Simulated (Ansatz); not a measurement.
Cost and result for the atomization energy of CH8FNSi2, SMILES `CN([SiH3])[SiH2]F` (13 atoms, 12 bonds).

```xyz
13

C    -0.214    1.011    1.109
N     0.067    0.034    0.055
Si   -0.427   -1.595    0.383
Si    0.679    0.582   -1.439
F    -0.452    1.235   -2.369
H    -1.281    1.248    1.175
H     0.112    0.636    2.084
H     0.325    1.944    0.923
H     0.259   -2.089    1.608
H    -0.069   -2.434   -0.786
H    -1.894   -1.673    0.629
H     1.237   -0.567   -2.183
H     1.657    1.668   -1.190
```

Charge 0, multiplicity 1. The geometry is a stationary point of PBE0-D4/def2-TZVP. It is one conformer, not always the lowest. Program: Ansatz. All runs use 4 threads of an Arm Neoverse V2 on a shared host. Times are those of one run each, without the atoms' runs, and a repeat can differ threefold. Electronic energies, without spin–orbit coupling; frozen cores. CCSD(T)/CBS adds CCSD(T) − MP2 in def2-TZVPP to the MP2 limit, and its time is that of the two runs behind it. T1 = 0.011.

CCSD(T)/CBS is a level of theory with its own doubt, some kJ/mol a heavy atom from the limit and from the frozen cores, so smaller differences don't rank the functionals.

| level | functions | wall time |
| --- | --- | --- |
| BLYP-D4/def2-TZVPP | 289 | 2.8 s |
| PBE-D4/def2-TZVPP (with forces) | 289 | 3.1 s |
| PBE0-D4/def2-TZVPP | 289 | 3.9 s |
| BHLYP-D4/def2-TZVPP | 289 | 4.1 s |
| r2SCANh-D4/def2-TZVPP | 289 | 7 s |
| B2PLYP/def2-TZVPP | 289 | 7 s |
| PBE-QIDH/def2-TZVPP | 289 | 7.5 s |
| CCSD(T)/def2-SVP | 118 | 7.5 s |
| ωB97X-V/def2-TZVPP | 289 | 10 s |
| ωB97M-V/def2-TZVPP (with forces) | 289 | 15 s |
| MP2/def2-QZVPP | 551 | 32 s |
| CCSD(T)/def2-TZVPP | 289 | 4.5 min |
| CCSD(T)/CBS(def2) | – | 5 min |

(1) What atomization energy does each give, and how far from CCSD(T)/CBS? (Estimate.)

Results:

(1) Computed: 
| level | atomization (kJ/mol) | difference from CCSD(T)/CBS | per bond |
| --- | --- | --- | --- |
| BLYP-D4/def2-TZVPP | 4535.8 | -34.5 | -2.9 |
| PBE-D4/def2-TZVPP (with forces) | 4564.0 | -6.3 | -0.5 |
| PBE0-D4/def2-TZVPP | 4515.0 | -55.3 | -4.6 |
| BHLYP-D4/def2-TZVPP | 4472.0 | -98.3 | -8.2 |
| r2SCANh-D4/def2-TZVPP | 4520.9 | -49.4 | -4.1 |
| B2PLYP/def2-TZVPP | 4508.6 | -61.7 | -5.1 |
| PBE-QIDH/def2-TZVPP | 4503.6 | -66.7 | -5.6 |
| CCSD(T)/def2-SVP | 4255.8 | -314.5 | -26.2 |
| ωB97X-V/def2-TZVPP | 4586.2 | 15.9 | 1.3 |
| ωB97M-V/def2-TZVPP (with forces) | 4571.8 | 1.5 | 0.1 |
| MP2/def2-QZVPP | 4558.7 | -11.6 | -1.0 |
| CCSD(T)/def2-TZVPP | 4445.4 | -124.9 | -10.4 |
| CCSD(T)/CBS(def2) | 4570.3 | 0.0 | 0.0 |

From BLYP to BHLYP (50 % exact exchange), in def2-TZVPP and without D4, the atomization energy moves by −36.1 kJ/mol: exact exchange takes away binding that semilocal exchange gives to molecules. At CCSD(T), def2-SVP lies −314.5 kJ/mol from the extrapolated value and def2-TZVPP −124.9 kJ/mol: correlation converges slowly with the basis, and small sets miss more of it in the bonded molecule than in its fragments. The D4 term adds +47.3 kJ/mol with B3LYP and +24.9 kJ/mol with PBE0; it sums over pairs of atoms, weighted by their polarisabilities, and B3LYP, whose exchange is more repulsive, gets the larger term.

B3LYP here is the variant with VWN-RPA as its local correlation; programs differ in this.
